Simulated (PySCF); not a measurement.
Isomers of C7H9NO, one GFN2-xTB conformer each. Single-point energies are computed at PBE0/pcSseg-1 (PySCF, gas phase, no added dispersion term), electronic only.

Task: Rank them by PBE0/pcSseg-1 energy, lowest first (kJ/mol).
A. `[CH3:1][C:2](=[O:3])[NH:4][C:5]1=[CH:6][CH:7]=[CH:8][CH2:9]1` with C1–C2–N4–C5 180°, C2–N4–C5–C6 180°
B. `[CH:1]#[C:2][C:3](=[O:4])[NH:5][CH:6]1[CH2:7][CH2:8][CH2:9]1` with C2–C3–N5–C6 180°, C3–N5–C6–C7 129°, N5–C6–C7–C8 131°, C6–C7–C8–C9 -12°, C7–C8–C9–C6 12°, N5–C6–C9–C8 -131°

Result: A (0.0), B (204.3).

As drawn, the lower has a C=C bond outside aromatic rings, which the higher lacks; the higher has a four-membered ring and a C≡C bond, which the lower lacks. GFN2-xTB itself gives, in the same order: 0.0, 158.7. Both levels put the same isomer lowest.

Task: Which frontier levels, dipoles and rotational constants go with these structures?

Result: 
```csv
SMILES,"HOMO (eV, PBE0/pcSseg-1)",LUMO (eV),dipole (D),"A, B, C (MHz)"
CC(=O)NC1=CC=CC1,-5.70,-0.52,3.22,"4710, 991.1, 827.1"
C#CC(=O)NC1CCC1,-7.45,-0.83,3.90,"4361, 804.6, 761.2"
```
